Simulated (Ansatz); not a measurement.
`BN(C)CC` and `BN(C)CF` differ in one atom or group.

Ansatz, PBE0-D4/def2-TZVP geometries, multiplicity 1. Each molecule was computed in one conformer, which needn't be the lowest.

| property | `BN(C)CC` |
| --- | --- |
| size of the dipole moment (B3LYP/def2-TZVPP) / D | 1.98 |
| HOMO–LUMO gap (PBE0/def2-TZVPP) / eV | 7.60 |
| HOMO–LUMO gap (ωB97M-V/def2-TZVPP) / eV | 11.63 |
| HOMO energy (PBE/def2-TZVPP) / eV | -6.18 |
| HOMO energy (PBE0/def2-TZVPP) / eV | -7.39 |
| size of the dipole moment (PBE/def2-TZVPP) / D | 2.11 |

Give the same properties after the change, and the shifts. (Estimate.)

Computed: 
| property | `BN(C)CF` | shift |
| --- | --- | --- |
| size of the dipole moment (B3LYP/def2-TZVPP) / D | 1.75 | -0.23 |
| HOMO–LUMO gap (PBE0/def2-TZVPP) / eV | 7.96 | 0.36 |
| HOMO–LUMO gap (ωB97M-V/def2-TZVPP) / eV | 12.07 | 0.44 |
| HOMO energy (PBE/def2-TZVPP) / eV | -6.93 | -0.75 |
| HOMO energy (PBE0/def2-TZVPP) / eV | -8.19 | -0.80 |
| size of the dipole moment (PBE/def2-TZVPP) / D | 1.75 | -0.36 |

With PBE0 the HOMO falls by 0.80 eV and the LUMO falls by 0.44 eV, so the gap widens by about 0.36 eV. PBE moves the HOMO by -0.75 eV and ωB97M-V by -0.81 eV. Dipoles are sizes alone; their direction can turn.

B3LYP here is the variant with VWN-RPA as its local correlation; programs differ in this.
